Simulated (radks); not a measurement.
Results of a calculation; reference values are marked as such.
How relativity changes the ionisation of the rhenium ion Re3+ ([Xe] 4f14 5d4) to Re4+ ([Xe] 4f14 5d3). Spin-unpolarised spherical Kohn-Sham, PBE, point nucleus unless stated (finite: rms radius 5.3698 fm), a radial shooting solver on a logarithmic mesh with Libxc functionals. A level marked "c x" has the speed of light scaled by that factor and shares open shells by 2j + 1; other Dirac levels either fill j = l - 1/2 first or share by 2j + 1.

| level | E(Re3+) (hartree) | E(Re4+) (hartree) | IE (eV) | HOMO | <r> HOMO (bohr) |
|---|---|---|---|---|---|
| non-rel. | -15786.2350 | -15784.7511 | 40.379 | 5d | 1.651 |
| scalar-rel. | -16690.2908 | -16688.8444 | 39.358 | 5d | 1.678 |
| scalar-rel., finite nucleus | -16687.4964 | -16686.0500 | 39.358 | 5d | 1.678 |
| Dirac, 2j+1 shares | -16715.8410 | -16714.3955 | 39.333 | 5d5/2 | 1.699 |
| Dirac, low j first | -16715.9384 | -16714.4773 | 39.758 | 5d3/2 | 1.660 |
| Dirac, 2j+1 shares, finite nucleus | -16713.0195 | -16711.5740 | 39.334 | 5d5/2 | 1.698 |
| Dirac, c x 0.85 | -17172.2997 | -17170.8682 | 38.953 | 5d5/2 | 1.719 |
| Dirac, c x 5 | -15818.1641 | -15816.6817 | 40.337 | 5d5/2 | 1.653 |
| Dirac, c x 100 | -15786.3144 | -15784.8305 | 40.379 | 5d5/2 | 1.651 |

NIST Atomic Spectra Database: 39 eV (theoretical). The relativistic part of the total energy of Re3+ is -926.8 hartree (Dirac, 2j+1 shares, finite nucleus), 5.9 % of the non-relativistic value. Spin polarisation and multiplet splitting of open shells are left out at every level.

Beside tabulated values, note that relativity, absent from the non-relativistic runs, is large for the heavy elements, and spin-unpolarised runs miss the spin-polarisation part of the exchange energy of open shells.
